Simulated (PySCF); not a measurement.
Polarisability and C₆ of Zn⁺ (zinc, charge +1)

[Ar] 3d10 4s1, 2S determinant. Computed with PySCF 2.14 in ANO-RCC-VTZP (6s5p3d2f1g, 59 functions), with scalar relativity by spin-free X2C-1e. Coupled (time-dependent) response in atomic units; α is the mean over directions. The basis has no added diffuse functions, which lowers α and C₆.

```csv
method,mean α (bohr³),C₆ (like pair),S(−4)
UHF,23.42,99.00,525.1
PBE,16.25,64.08,222.1
PBE0,17.54,69.84,269.1
B3LYP,16.23,63.54,224.8
M06-L,16.88,66.95,242.4
```

S(−4) is the Cauchy moment in α(ω) = α(0) + S(−4) ω² + …

α(iu) at PBE0:

```json
{"u (hartree)": "0", "α(iu) (bohr³)": "17.54"}
{"u (hartree)": "0.0500", "α(iu) (bohr³)": "16.90"}
{"u (hartree)": "0.100", "α(iu) (bohr³)": "15.26"}
{"u (hartree)": "0.200", "α(iu) (bohr³)": "11.24"}
{"u (hartree)": "0.300", "α(iu) (bohr³)": "8.143"}
{"u (hartree)": "0.500", "α(iu) (bohr³)": "4.822"}
{"u (hartree)": "0.750", "α(iu) (bohr³)": "3.087"}
{"u (hartree)": "1.00", "α(iu) (bohr³)": "2.281"}
{"u (hartree)": "1.50", "α(iu) (bohr³)": "1.543"}
{"u (hartree)": "2.00", "α(iu) (bohr³)": "1.183"}
{"u (hartree)": "3.00", "α(iu) (bohr³)": "0.7895"}
{"u (hartree)": "5.00", "α(iu) (bohr³)": "0.4195"}
```

For an ion, C₆ is the dispersion term alone; charge-induced terms of lower order in 1/R come first.
